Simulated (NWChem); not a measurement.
Molecule: MgH2S2; SMILES [SH][Mg][SH]

```xyz
5

Mg    -0.0654    -0.2172     0.3536
S      0.0511    -2.5214     0.3951
H      0.9686    -2.5683    -0.5987
S     -0.1644     2.0883     0.3691
H     -1.1424     2.1292    -0.5652
```
Atoms are numbered in this order, from 1.

Geometry: optimised at PBE0/def2-SVP.

Question: Give the principal values of the shielding tensors (ppm) of Mg1, S2 from KT2/pcSseg-1, GIAO (NWChem), with their diamagnetic and paramagnetic parts as GIAO splits them.

Answer: 
```json
[
 {"atom": "Mg1", "σ11": "328.9", "σ22": "329.4", "σ33": "686.3", "isotropic": "448.2", "diamagnetic": "714.0", "paramagnetic": "-265.8"},
 {"atom": "S2", "σ11": "777.0", "σ22": "779.4", "σ33": "856.7", "isotropic": "804.4", "diamagnetic": "1059.0", "paramagnetic": "-254.6"}
]
```
